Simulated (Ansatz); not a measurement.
A run on C$_{3}$H$_{11}$NO$_{3}$Zr, SMILES `CC[N](C)[Zr]([OH])([OH])[OH]` with other settings.

```yaml
crystal:
  periodic: [false, false, false]
  atoms:
    - {symbol: C, position_ang: [2.105538, 0.234336, -1.186736]}
    - {symbol: C, position_ang: [1.476541, -0.005484, 0.178817]}
    - {symbol: N, position_ang: [0.108894, -0.480404, 0.132899]}
    - {symbol: C, position_ang: [-0.031677, -1.832327, -0.353717]}
    - {symbol: Zr, position_ang: [-1.459636, 0.676330, 0.713866]}
    - {symbol: O, position_ang: [-0.795009, 1.863122, 2.100205]}
    - {symbol: O, position_ang: [-2.088707, 1.755857, -0.779567]}
    - {symbol: O, position_ang: [-2.872410, -0.539276, 1.256006]}
    - {symbol: H, position_ang: [1.526039, 0.967858, -1.753139]}
    - {symbol: H, position_ang: [3.125284, 0.612800, -1.078327]}
    - {symbol: H, position_ang: [2.155564, -0.684118, -1.775582]}
    - {symbol: H, position_ang: [2.094978, -0.723091, 0.741773]}
    - {symbol: H, position_ang: [1.502342, 0.928520, 0.752177]}
    - {symbol: H, position_ang: [0.595971, -2.528744, 0.222351]}
    - {symbol: H, position_ang: [0.245307, -1.937756, -1.411242]}
    - {symbol: H, position_ang: [-1.067529, -2.167572, -0.253106]}
    - {symbol: H, position_ang: [-0.835415, 2.622468, 2.673608]}
    - {symbol: H, position_ang: [-2.027420, 2.009708, -1.695819]}
    - {symbol: H, position_ang: [-3.758644, -0.772239, 1.515532]}
basis:
  gaussian: {orbitals: def2-mTZVP}
hamiltonian: {xc: {name: HF}}
correlation: {method: ccsd_t, electrons: outside_noble_gas}
```

```sh
$ ansatz run in.yaml --threads 4 --pin off --events-out ev --progress --plain --max-ram 66560MiB --backend cuda --devices 0, --max-vram 37GiB
```

Shortened log:

```
Functional definition: HF
2103 factors; integrals over basis functions are off by at most 1.0e-3 eV
mean field evaluation 1: about -12121.7914 eV, gradient 7.9e1 eV
mean field evaluation 2: about -12122.0253 eV, gradient 7.9e1 eV
mean field evaluation 4: about -12133.4521 eV, gradient 5.4e0 eV
mean field evaluation 8: about -12133.5580 eV, gradient 2.7e-1 eV
mean field -12133.55839615 eV, -445.9000466372 hartree, gradient 1.5e-6 eV, S^2 0.000000; 0 other end points of the search recorded, 0 dependent functions left out
11 core orbitals not correlated: weight in the atoms' cores, before any rotation towards them, 0.937 or more for the frozen orbitals, at most 0.054 for the correlated occupied ones
reference -12133.55839615 eV, -445.9000466372 hartree; 25, 25 occupied and 178, 178 virtual orbitals, 2103 factors
second order -35.46772467 eV of doubles, -0.00000000 eV of singles
cycle   1  -35.18781000 eV  change    2.8e-1 eV  update   1.8e-1
cycle   2  -36.19982564 eV  change    -1.0e0 eV  update   5.9e-2
cycle   3  -36.51819998 eV  change   -3.2e-1 eV  update   3.0e-2
cycle   4  -36.50971336 eV  change    8.5e-3 eV  update   7.1e-3
cycle   5  -36.50581709 eV  change    3.9e-3 eV  update   3.0e-3
cycle   6  -36.50793152 eV  change   -2.1e-3 eV  update   1.1e-3
cycle   7  -36.50679305 eV  change    1.1e-3 eV  update   3.9e-4
cycle   8  -36.50661094 eV  change    1.8e-4 eV  update   1.5e-4
cycle   9  -36.50674557 eV  change   -1.3e-4 eV  update   5.5e-5
cycle  10  -36.50674258 eV  change    3.0e-6 eV  update   1.9e-5
perturbative correction -1.33715922 eV, -0.0491396950 hartree
Total energy: -12171.40229795 eV, -447.2907843768 hartree
```

It took 8.5 s on 4 threads of an AMD EPYC 7R13 on a shared host and a share of an NVIDIA H100 80 GB, with 0.83 GiB of host memory at the peak.
